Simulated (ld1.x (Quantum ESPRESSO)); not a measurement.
**Ru (Z = 44): variants of one RRKJ potential**

Base potential:

Ru (Z = 44), norm-conserving RRKJ (Kleinman–Bylander form), made with ld1.x (Quantum ESPRESSO) 7.5 (PBE, scalar-relativistic). Core [Ar] 3d10, reference 4s2 4p6 4d7 5s1 5p0. Waves: 4s (bound): rc 1.65 bohr; 4p (bound): rc 1.75 bohr; 4d (bound): rc 1.35 bohr. Local part: the d channel. Core correction: none. rho0 = 0.001.

Occupied shells without a wave of their own: 5s. They enter only through the test configuration that unscreens the potential.

All-electron outer shells of the reference configuration (PBE, scalar-relativistic, ld1.x):

| shell | level (eV) | outermost node (bohr) | outermost maximum (bohr) |
| --- | --- | --- | --- |
| 3p | -447.22 | 0.16 | 0.36 |
| 3d | -273.12 | – | 0.30 |
| 4s | -76.37 | 0.48 | 0.92 |
| 4p | -46.42 | 0.49 | 0.98 |
| 4d | -5.20 | 0.48 | 1.21 |
| 5s | -4.24 | 1.24 | 2.73 |
| 5p | -0.91 | 1.41 | 3.97 |

Cutoffs, loose and tight: the cutoffs (Ry, on a coarse ladder) from which the occupation-weighted sum of valence levels, in a spherical-Bessel basis at the reference potential, stays within 10 and 1 mRy of its value at 400 Ry. They do not see the model core or the augmentation charge, which bear on the density cutoff. Test errors are all-electron minus pseudo excitation energies from the reference, over the configurations 4s2 4p6 4d7 5s0 5p0; 4s2 4p6 4d6 5s0 5p0; 4s2 4p6 4d5 5s0 5p0; 4s1 4p6 4d7 5s1 5p0; 4s2 4p6 4d7 5s0 5p1; 4s2 4p6 4d4 5s0 5p0; 4s2 4p6 4d6 5s1 5p1. A dash means not determined; rows that change the core or the reference have their own tests.

A true bound ghost makes a file unfit for plane-wave use even where its test errors are small: the radial tests pick states by their node count and pass the ghost by.

On the changes marked as counting shells twice: ld1.x takes every shell without a wave as core, so the model core holds the marked electrons as well and exchange and correlation see them twice. This cancels in the reference configuration, but the file is broken for other ones, and its errors say nothing about a proper core correction.

```csv
change,outcome,"cutoff, loose","cutoff, tight",bound ghosts,largest test error (meV)
base,generated,60 Ry,70 Ry,none,+182
"all radii scaled by about 0.80 (s 1.32, p 1.40, d 1.08 bohr)",generated,120 Ry,200 Ry,none,+42
functional PBEsol,generated,60 Ry,70 Ry,none,+185
reference 4s2 4p6 4d6 5s2 5p0,generated,60 Ry,70 Ry,none,+335
type TM; rho0 0,"generated, misses its reference levels by 0.44 eV",60 Ry,80 Ry,none,-1692
core correction a·sin(br)/r model core inside 0.66 bohr (5s counted twice),generated,60 Ry,70 Ry,none,-274
```

What comes out with this change to the base: local potential all-electron potential smoothed inside 1.75 bohr (lloc = -2)?

outcome: generated, misses its reference levels by 0.27 eV; cutoff, loose: 70 Ry; cutoff, tight: 100 Ry; bound ghosts: none; largest test error (meV): -1198.

What comes out with this change to the base: wave 4d (bound): rc 1.35 bohr becomes 4d (bound): rc 0.86 bohr?

outcome: generated; cutoff, loose: 300 Ry; cutoff, tight: over 300 Ry; bound ghosts: s; largest test error (meV): +72.
